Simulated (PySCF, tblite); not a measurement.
Isomers of C6H7FN2Si. Computed with GFN2-xTB (tblite): harmonic, unscaled wavenumbers at the GFN2-xTB geometry, gas phase. The method is semi-empirical: single wavenumbers can be off by several per cent or more. Modes of hydrogen on silicon can be 10 to 20 % off. One conformer each.

Electronic energies: PBE0/pcSseg-1 single points on the GFN2-xTB geometries (PySCF, gas phase).

| SMILES | electronic energy, lowest = 0 (kJ/mol) |
| --- | --- |
| C[SiH2]C#Cc1nc[nH]c1F | 200.8 |
| C#CCn1nc(F)cc1[SiH3] | 337.4 |
| C[C@H](F)/C(C#N)=C(/[SiH3])C#N | 232.9 |
| C=Cc1nccnc1[SiH2]F | 0.0 |

Task: How do GFN2-xTB zero-point energies change the relative energies?

Result: 
| SMILES | ZPE (kJ/mol) | of it from modes above 1550 cm⁻¹ | electronic (kJ/mol) | with ZPE, lowest = 0 (kJ/mol) | lowest mode (cm⁻¹) | rings |
| --- | --- | --- | --- | --- | --- | --- |
| C=Cc1nccnc1[SiH2]F | 300.8 | 130.3 | 0.0 | 0.0 | 46 | 1 |
| C[SiH2]C#Cc1nc[nH]c1F | 298.7 | 143.9 | 200.8 | 198.7 | 7i | 1 |
| C[C@H](F)/C(C#N)=C(/[SiH3])C#N | 288.3 | 151.3 | 232.9 | 220.5 | 7i | 0 |
| C#CCn1nc(F)cc1[SiH3] | 292.9 | 129.1 | 337.4 | 329.5 | 35 | 1 |

The zero-point energies span 12.5 kJ/mol, from `C[C@H](F)/C(C#N)=C(/[SiH3])C#N` to `C=Cc1nccnc1[SiH2]F`. Slightly imaginary modes are left out of the zero-point energy: `C[SiH2]C#Cc1nc[nH]c1F` 7.1i cm⁻¹ and `C[C@H](F)/C(C#N)=C(/[SiH3])C#N` 6.7i cm⁻¹. The order is unchanged.

Task: And how do the electronic energies of GFN2-xTB itself compare?

Result: `C=Cc1nccnc1[SiH2]F` 0.0; `C[SiH2]C#Cc1nc[nH]c1F` 216.2; `C[C@H](F)/C(C#N)=C(/[SiH3])C#N` 306.8; `C#CCn1nc(F)cc1[SiH3]` 239.8 kJ/mol, lowest = 0. Against the energies above, taken from the same isomer `C=Cc1nccnc1[SiH2]F`, the largest difference is 97.6 kJ/mol.
